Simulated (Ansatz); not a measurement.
# One molecule, several partners

NH₃ beside different partners, each pair relaxed from a docking trial to one local arrangement, named by its closest contact against the van der Waals radii; a more strongly bound one may exist. Pairs that react, share a proton or have a doubtful reference are left out. Counterpoise interaction energies from the frozen fragments; negative means bound. Gas-phase electronic energies, without zero-point energy, by CCSD(T) at an estimated basis limit (MP2 extrapolated from triple and quadruple zeta, plus CCSD(T) − MP2 in triple zeta); Ansatz 0.2.0, def2-TZVPPD and QZVPPD, frozen cores, on PBE0-D4/def2-TZVP (TZVPD for anions) structures. Extrapolation: Hartree–Fock as exp(−7.88 √X), correlation as X^−2.97.

```json
{"partner": "AsH₃", "closest contact, atom of NH₃ first (Å)": "N···As 3.23", "Hartree–Fock limit (kJ/mol)": "0.1", "interaction energy (kJ/mol)": "-6.9"}
{"partner": "CH₃F (SMILES CF)", "closest contact, atom of NH₃ first (Å)": "H···F 2.31", "Hartree–Fock limit (kJ/mol)": "-4.9", "interaction energy (kJ/mol)": "-11.9"}
{"partner": "HF", "closest contact, atom of NH₃ first (Å)": "N···H 1.65", "Hartree–Fock limit (kJ/mol)": "-47.8", "interaction energy (kJ/mol)": "?"}
{"partner": "CH₄O (SMILES CO)", "closest contact, atom of NH₃ first (Å)": "H···O 2.16", "Hartree–Fock limit (kJ/mol)": "-5.6", "interaction energy (kJ/mol)": "-14.3"}
{"partner": "SiH₃F (SMILES [SiH3]F)", "closest contact, atom of NH₃ first (Å)": "N···Si 2.81", "Hartree–Fock limit (kJ/mol)": "-5.6", "interaction energy (kJ/mol)": "-18.4"}
{"partner": "F⁻", "closest contact, atom of NH₃ first (Å)": "H···F 1.56", "Hartree–Fock limit (kJ/mol)": "-63.5", "interaction energy (kJ/mol)": "-74.8"}
```

**Question.** What is the interaction energy with HF? (Judge from chemistry; the value comes from the calculation.)

**Answer.** The calculation gives: -56.2 kJ/mol. It counts from the two fragments frozen as in the pair.

T1 diagnostic: at most 0.023. The filled d shells of As are correlated in sets not built for that, so values that involve them are less sure.

For scale, one of the runs: CCSD(T)/def2-TZVPPD, 233 basis functions, launched by `ansatz run in.yaml --threads 4 --pin off --events-out ev --progress --plain --max-ram 9574MiB`. The run took 18 s on 4 CPU threads of an Intel Xeon 6975P-C (shared host), with 4.7 GiB of host memory at its peak.
